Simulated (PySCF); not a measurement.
SeHBr, SMILES [SeH]Br.

Coordinates come from a B3LYP-D3(BJ)/def2-TZVP optimisation.

These are PBE/def2-TZVPD (PySCF) values and carry that method's errors.

The molecule is in vacuum.

```
Quantity                                                                                                        Value
---------------------------------------------------------------------------------------------  ----------------------
total energy                                                                                      -4975.56929 hartree
point group                                                                                                        Cs
highest occupied level                                                                                       -5.86 eV
lowest empty level                                                                                           -3.70 eV
orbital gap                                                                                                   2.16 eV
dipole moment                                                                                                  1.10 D
quadrupole, principal values (traceless, Buckingham form, about the centre of nuclear charge)   -4.74, 0.46, 4.27 D·Å
mean static polarisability                                                                       53.9 bohr³ (7.99 Å³)
polarisability, principal values                                                               45.4, 45.5, 70.7 bohr³
```
